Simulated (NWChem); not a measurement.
Program: NWChem. System: GeS, charge 0, spin multiplicity 1, at a geometry optimised with PBE0/def2-SVP. The structure started from a generated list of species. Level: PBE0/def2-SVPD.

Part of the output:

```
             Northwest Computational Chemistry Package (NWChem) 7.3.0
             --------------------------------------------------------

                                NWChem Input Module
                                -------------------

 Scaling coordinates for geometry "geometry" by  1.889725989
 (inverse scale =  0.529177249)

 Turning off AUTOSYM since
 SYMMETRY directive was detected!

                             Geometry "geometry" -> ""
                             -------------------------

 Output coordinates in angstroms (scale by  1.889725989 to convert to a.u.)

  No.       Tag          Charge          X              Y              Z
 ---- ---------------- ---------- -------------- -------------- --------------
    1 Ge                  32.0000     0.00000000     0.00000000     0.67268000
    2 S                   16.0000     0.00000000     0.00000000    -1.34535900

 Effective nuclear repulsion energy (a.u.)     134.2584318181

            Nuclear Dipole moment (a.u.)
            ----------------------------
        X                 Y               Z
 ---------------- ---------------- ----------------
     0.0000000000     0.0000000000     0.0000302356

      Symmetry information
      --------------------

 Group name             C2v
 Group number             16
 Group order               4
 No. of unique centers     2

      Symmetry unique atoms

     1    2


 Summary of "ao basis" -> "" (spherical)
 ------------------------------------------------------------------------------
       Tag                 Description            Shells   Functions and Types
 ---------------- ------------------------------  ------  ---------------------
 *                         def2-svpd                  on all atoms

                              NWChem Property Module
                              ----------------------

                                 NWChem DFT Module
                                 -----------------

 Summary of "ao basis" -> "ao basis" (spherical)
 ------------------------------------------------------------------------------
       Tag                 Description            Shells   Functions and Types
 ---------------- ------------------------------  ------  ---------------------
 Ge                        def2-svpd                14       38   6s4p4d
 S                         def2-svpd                11       27   5s4p2d

 Summary of "ao basis" -> "ao basis" (spherical)
[...]
     0   0 0 0     -0.000000    -24.000000    -24.000000     48.000000

     1   1 0 0      0.000000      0.000000      0.000000      0.000000
     1   0 1 0      0.000000      0.000000      0.000000      0.000000
     1   0 0 1      0.892621      0.446295      0.446295      0.000030

     2   2 0 0    -22.092228    -11.046114    -11.046114      0.000000
     2   1 1 0     -0.000000     -0.000000     -0.000000      0.000000
     2   1 0 1      0.000000      0.000000      0.000000      0.000000
     2   0 2 0    -22.092228    -11.046114    -11.046114      0.000000
     2   0 1 1      0.000000      0.000000      0.000000      0.000000
     2   0 0 2    -23.537687    -89.332006    -89.332006    155.126325

 *** CALLING NEW AORESP DRIVER FOR CLOSED AND OPEN SHELLS ***
 Entering AOResponse driver routine

--------------------------------------------------------------------------------

          ****************
          *** RESPONSE ***
          ****************

 Response module for NWChem and dynamic CPKS solver

          -----------------------------------------------
          Solving response equations for perturbing field
          -----------------------------------------------

 number of frequencies:     1
 frequency in a.u.:  0.0000000E+00
 Perturbing field: electric
 Using El. Dipole Length Gauge

 Setting up CPKS with frequency omega =      0.00000000 a.u.

 STATIC response

                                NWChem CPHF Module
                                ------------------

  scftype          =     RHF
  nclosed          =       24
  nopen            =        0
  variables        =      984
  # of vectors     =        3
  tolerance        = 0.10D-03
  level shift      = 0.00D+00
  max iterations   =       50
  max subspace     =       30

  int2e_file: Failed to allocate cache ... halving
 SCF residual:    2.7874299348002981E-004

Iterative solution of linear equations
  No. of variables      984
  No. of equations        3
  Maximum subspace       30
        Iterations       50
       Convergence  1.0D-04

   iter   nsub   residual    time
   ----  ------  --------  ---------
     1      3    1.26D+01       4.3
     2      6    2.53D+00       5.9
     3      9    7.66D-01       7.6
     4     12    3.01D-01       9.5
     5     15    4.64D-02      11.5
     6     18    1.35D-02      13.4
     7     21    9.52D-04      15.1
     8     24    6.99D-05      16.8

 Electric Dipole Response Matrix (nonzero elements):

              1        2        3
    1   42.0301   0.0000  -0.0000
    2    0.0000  42.0301  -0.0000
    3   -0.0000  -0.0000  71.0302

 ------------------------------------------
 average:        51.69681 + I       0.00000

 DFT Linear Response polarizability / au
 Frequency  =       0.0000000 / au
 Wavelength = -999999.0000000 / nm
              X              Y              Z
 -----------------------------------------------
 X      42.0300914      0.0000005     -0.0000012
 Y       0.0000005     42.0300914     -0.0000012
 Z      -0.0000012     -0.0000012     71.0302340
 -----------------------------------------------
 Eigenvalues =      42.0300909     42.0300920     71.0302340
 Isotropic   =      51.6968056
 Anisotropic =      29.0001425
 -----------------------------------------------

 Magnetic Dipole Response Matrix (nonzero elements):
 Optical rotation tensor Beta

 *** static G'=0. Use GPRIME input with finite omega
 *** or better ORBETA without GPRIME for small or zero freq.

 zero matrix

 ------------------------------------------
 average:         0.00000 + I       0.00000

 Exiting AOResponse driver routine

          -------------
          Dipole Moment
          -------------

 Center of charge (in au) is the expansion point
         X =       0.0000000 Y =       0.0000000 Z =       0.0000006

   Dipole moment        0.8926212048 A.U.
             DMX        0.0000001143 DMXEFC        0.0000000000
             DMY        0.0000001141 DMYEFC        0.0000000000
             DMZ        0.8926212048 DMZEFC        0.0000000000
   -EFC- dipole         0.0000000000 A.U.
   Total dipole         0.8926212048 A.U.

   Dipole moment        2.2688339437 Debye(s)
             DMX        0.0000002904 DMXEFC        0.0000000000
             DMY        0.0000002900 DMYEFC        0.0000000000
             DMZ        2.2688339437 DMZEFC        0.0000000000
   -EFC- dipole         0.0000000000 DEBYE(S)
   Total dipole         2.2688339437 DEBYE(S)

 1 a.u. = 2.541766 Debyes

 Task  times  cpu:       16.8s     wall:       16.8s

 Total times  cpu:       16.8s     wall:       16.8s
```

### Question
Write an NWChem input that would produce this output.

### Answer
This is not unique; one that fits is 
```
start mol
memory heap 200 mb stack 900 mb global 1100 mb
geometry units angstroms nocenter noautoz
  Ge     0.000000     0.000000     0.672680
  S      0.000000     0.000000    -1.345359
  symmetry group C2v
end
basis spherical
  * library def2-svpd
end
dft
  xc pbe0
  semidirect memsize 60000000 filesize 0
  iterations 100
end
property
  dipole
  response 1 0.0
end
task dft property
```
